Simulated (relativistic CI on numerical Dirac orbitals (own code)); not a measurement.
## Co³⁺ (3d6) in a crystal field

Calculated by Dirac-Coulomb-Breit CI, separate exchange-only KLI orbitals for each configuration, model QED, valence Slater integrals scaled by 0.65, one configuration in a parametric crystal field (own radial code).

Field parameters in Wybourne normalisation: D3d B²₀ = −7Dσ, B⁴₀ = −14Dq − 21Dτ, B⁴₃ = −14√(10/7) Dq; Oh B⁴₀ = 21Dq, B⁴₄ = √(5/14) B⁴₀; Td as Oh with Dq negative (B⁴₀ = 21Dq, B⁴₄ = √(5/14) B⁴₀). The field is a parameter set, without covalency.

S is read from ⟨S²⟩ = S(S + 1).

Powder χT (cm³ K mol⁻¹) by Van Vleck's formula, with temperature-independent terms:

```csv
Field,2 K,5 K,10 K,20 K,50 K,100 K,200 K,300 K
"D3d, 10Dq = 6950, Dσ = 930, Dτ = 260 cm⁻¹",0.573,1.41,2.32,2.89,3.21,3.28,3.31,3.32
"D3d, 10Dq = 10700, Dσ = 20, Dτ = -60 cm⁻¹",2.43,2.6,2.86,3.21,3.6,3.93,4.14,4.14
"D3d, 10Dq = 27800, Dσ = 70, Dτ = 360 cm⁻¹",0.000329,0.000822,0.00164,0.00329,0.00822,0.0164,0.0329,0.0493
"Oh, 10Dq = 6900 cm⁻¹",3.21,3.24,3.28,3.37,3.63,4,4.28,4.28
"Oh, 10Dq = 13450 cm⁻¹",3.15,3.17,3.22,3.31,3.58,3.94,4.18,4.15
"Oh, 10Dq = 14300 cm⁻¹",0.00122,0.00306,0.00611,0.0122,0.032,0.198,1.31,2.23
"Oh, 10Dq = 22500 cm⁻¹",0.000439,0.0011,0.00219,0.00439,0.011,0.0219,0.0439,0.0658
"Td, 10Dq = -8200 cm⁻¹",0.364,0.91,1.73,2.59,3.12,3.23,3.26,3.27
```

Q: For D3d, 10Dq = 10700, Dσ = 20, Dτ = -60 cm⁻¹: what effective moment follows at 300 K?

A: μ_eff = √(8χT) = 5.75 μB. The ground level has S = 2.00; the spin-only moment for S = 2 is 4.90 μB. The difference comes from the orbital moment, spin-orbit mixing of terms and temperature-independent paramagnetism, all larger in this ionic model than in covalent complexes.
